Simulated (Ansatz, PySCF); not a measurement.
Gas-phase reaction (SMILES): CC(F)(F)C=O + 4 C (CH4) -> C=O (CH2O) + 2 CC (C2H6) + 2 CF (CH3F); bond separation energy.

Structures are relaxed separately at B3LYP-D3(BJ)/def2-TZVP in Ansatz (a first-principles code), one conformer each, not searched for the lowest. Correlated levels leave the core frozen unless marked. No spin-orbit coupling. No relativistic terms. Basis-set limits of correlation are two-point, X^-3; Hartree-Fock from the larger set. [CCSD(T)-MP2]/basis is that difference in the basis named. Thermal terms are rigid-rotor harmonic-oscillator values from B3LYP-D3(BJ) frequencies (Ansatz or PySCF) at 298.15 K and 1 atm. 1 Eh = 627.5095 kcal/mol.

| species | E, RI-MP2/CBS(cc-pVTZ,cc-pVQZ)+[CCSD(T)-MP2]/cc-pVTZ (Ansatz) (Eh) | E, PBE-D3(BJ)/def2-TZVPD (Ansatz + dftd3) (Eh) | H - E (Eh) | G - E (Eh) |
|---|---|---|---|---|
| CC(F)(F)C=O | -391.29585 | -391.38342 | 0.07563 | 0.03809 |
| C (CH4) | -40.46125 | -40.46420 | 0.04840 | 0.02728 |
| C=O (CH2O) | -114.39194 | -114.42129 | 0.03033 | 0.00552 |
| CC (C2H6) | -79.71807 | -79.73427 | 0.07887 | 0.05302 |
| CF (CH3F) | -139.63110 | -139.65003 | 0.04297 | 0.01769 |

Task: Work out ΔE and ΔH, ΔG, ΔS and the equilibrium constant at 298.15 K at the first level, then ΔH at the second.

Result: 
1. ΔE = [(-114.39194) + 2×(-79.71807) + 2×(-139.63110)] - [(-391.29585) + 4×(-40.46125)] = 0.05057 Eh = 31.7 kcal/mol at RI-MP2/CBS(cc-pVTZ,cc-pVQZ)+[CCSD(T)-MP2]/cc-pVTZ.
2. The terms H - E add up to 0.00478 Eh, so ΔH = (0.05057 + (0.00478))×627.5095 = 34.7 kcal/mol.
3. The terms G - E add up to -0.00027 Eh, so ΔG = 31.6 kcal/mol, and ΔS = (0.00478 - (-0.00027))×627509.5/298.15 = 10.6 cal/(mol K).
4. log10 K = -ΔG/(RT ln 10) = -23.2, with RT ln 10 = 1.3642 kcal/mol.
5. At PBE-D3(BJ)/def2-TZVPD the same steps give ΔE = 31.6 and ΔH = 34.6 kcal/mol, a shift of -0.1 from the first level.
6. These values are not checked against measurement here, since the tables used lack a sound gas-phase enthalpy of formation for at least one species.
